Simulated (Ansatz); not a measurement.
Stepwise reaction of `FB(F)C[SiH3]` with hydrogen, as a gas-phase model of exchange steps in deposition or etching. ΔE in kJ/mol.

Program: Ansatz. Geometries: PBE0-D4/def2-TZVP. ΔE: electronic, gas phase. CCSD(T)/CBS adds triple-zeta CCSD(T) − MP2 to the extrapolated MP2 energy (def2 sets, frozen cores). This one scheme is used for every species. Functionals use def2-TZVPP. B3LYP here is the variant with VWN-RPA as its local correlation; programs differ in this. Each species was taken in one conformer, which may not be the lowest.

| step | reaction | PBE-D4 | B3LYP-D4 | ωB97M-V | CCSD(T)/CBS |
| --- | --- | --- | --- | --- | --- |
| 2 | `FBC[SiH3]` + H₂ → `BC[SiH3]` + H–F | 131.0 | 133.6 | 132.9 | 125.3 |

Q: Give the row of step 1, `FB(F)C[SiH3]` + H₂ → `FBC[SiH3]` + H–F. (An estimate is asked.)

A: Ansatz gave: 
```csv
step,reaction,PBE-D4,B3LYP-D4,ωB97M-V,CCSD(T)/CBS
1,`FB(F)C[SiH3]` + H₂ → `FBC[SiH3]` + H–F,136.9,140.9,141.3,134.0
```

Q: By hand: ΔE of the 2 steps together at CCSD(T)/CBS.

A: (134.0) + (125.3) = 259.3 kJ/mol, or 129.7 kJ/mol a step.

In ΔE each step is lower than the one before. All are uphill at CCSD(T)/CBS. PBE-D4 differs from CCSD(T)/CBS by 2.9 to 5.7 kJ/mol a step. Isolated molecules leave out the surface, adducts and barriers. Largest T1 diagnostic: 0.012.
